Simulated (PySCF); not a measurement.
Energy of O²⁺ (oxygen, charge +2) between two integer charges

The 2p alpha orbital of [He] 2s2 2p2 is emptied in steps (occupation f), with all orbitals relaxed, ending at [He] 2s2 2p1. All numbers are calculated (PySCF 2.14, the non-relativistic Hamiltonian (point nucleus), in def2-TZVPPD). The exact energy is a straight line in f; departures are measured from the line between the end points of the same method.

| f | UHF (eV) | LDA (eV) | PBE (eV) | PBE0 (eV) | r2SCAN (eV) | LC-wPBE (eV) | BHandHLYP (eV) | wB97X (eV) | B3LYP (eV) | BLYP (eV) |
| --- | --- | --- | --- | --- | --- | --- | --- | --- | --- | --- |
| 1 | 0.000 | 0.000 | 0.000 | 0.000 | 0.000 | 0.000 | 0.000 | 0.000 | 0.000 | 0.000 |
| 0.8 | 0.186 | -1.675 | -1.635 | -1.184 | -1.507 | -0.769 | -0.736 | -0.764 | -1.280 | -1.638 |
| 0.6 | 0.275 | -2.519 | -2.451 | -1.772 | -2.241 | -1.149 | -1.100 | -1.137 | -1.916 | -2.454 |
| 0.4 | 0.270 | -2.522 | -2.446 | -1.764 | -2.214 | -1.139 | -1.094 | -1.121 | -1.908 | -2.446 |
| 0.2 | 0.177 | -1.681 | -1.622 | -1.168 | -1.451 | -0.749 | -0.723 | -0.729 | -1.263 | -1.620 |
| 0 | 0.000 | 0.000 | 0.000 | 0.000 | 0.000 | 0.000 | 0.000 | 0.000 | 0.000 | 0.000 |

Question: For wB97X, how does the orbital energy at f = 1 compare with the removal energy?

Answer: −ε = 50.288 eV against a total-energy difference of 55.083 eV. By Janak's theorem ε = ∂E/∂f, so the gap between them reflects the curvature. Along the path −ε is 52.238 (f = 0.8), 54.195 (f = 0.6), 56.122 (f = 0.4), 57.936 (f = 0.2) eV.

| method | E(f=0) − E(f=1) (eV) | −ε at f=1 (eV) | −ε at f=0.4 (eV) |
| --- | --- | --- | --- |
| UHF | 54.606 | 55.791 | 54.359 |
| LDA | 55.417 | 44.985 | 57.512 |
| PBE | 55.270 | 45.064 | 57.352 |
| PBE0 | 55.303 | 47.900 | 56.820 |
| r2SCAN | 55.600 | 46.129 | 57.602 |
| LC-wPBE | 55.463 | 50.656 | 56.474 |
| BHandHLYP | 55.308 | 50.695 | 56.257 |
| wB97X | 55.083 | 50.288 | 56.122 |
| B3LYP | 55.452 | 47.449 | 57.092 |
| BLYP | 55.265 | 45.035 | 57.361 |

Reference removal energy between the ground levels: 54.936 eV (semi-empirical (NIST evaluation); NIST Atomic Spectra Database, ionization energies). The calculation has no spin-orbit coupling. UHF lacks correlation.
